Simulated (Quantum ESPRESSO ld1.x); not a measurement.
Values are calculated unless marked as measured or tabulated.
The selenium ion Se+, configuration [Ar] 3d10 4s2 4p2 4d1 (not the ground configuration). Level of theory: scalar-relativistic Kohn-Sham, exchange-only LDA, spin-polarised, spherical densities, point nucleus; open shells are filled with parallel spins first (ld1.x of Quantum ESPRESSO 7.5).

X-ray form factor f0, the Fourier transform of the density (f0(0) = 33):

sin(theta)/lambda (1/angstrom)  f0 (electrons)
0.05                                    32.286
0.1                                     30.640
0.15                                    28.729
0.2                                     26.824
0.25                                    25.018
0.3                                     23.340
0.4                                     20.321
0.5                                     17.629
0.6                                     15.215
0.8                                     11.354
1                                        8.827
1.25                                     7.046
1.5                                      6.062
2                                        4.762
